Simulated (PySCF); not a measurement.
**Working out the ionisation energy of P²⁺**

P²⁺ [Ne] 3s2 3p1 (2P) → P³⁺ [Ne] 3s2 (1S). Calculation: PySCF 2.14, in def2-TZVPPD; no relativity, point nucleus. Frozen: 1s2. Energies in hartree (1 hartree = 27.21139 eV):

```tsv
part	P²⁺ (lower)	P³⁺ (upper)
UHF	-339.641728	-338.554001
CCSD correlation	-0.218634	-0.202956
(T)	-0.002729	-0.001849
```

Question: What does Hartree-Fock give?

Answer: (-338.554001) − (-339.641728) = 1.087727 hartree = 29.599 eV.

Question: What do CCSD and CCSD(T) give?

Answer: The CCSD correlation energies differ by 0.015678 hartree = 0.427 eV and the triples by 0.000880 hartree = 0.024 eV, so CCSD gives 30.026 eV and CCSD(T) 30.050 eV.

A first-order spin-orbit estimate adds 0.042 eV to CCSD(T) (valence and next inner shell), giving 30.092 eV against 30.203 eV (measured; NIST Atomic Spectra Database, ionization energies).

What remains against the reference includes basis incompleteness, the frozen core and higher excitations.
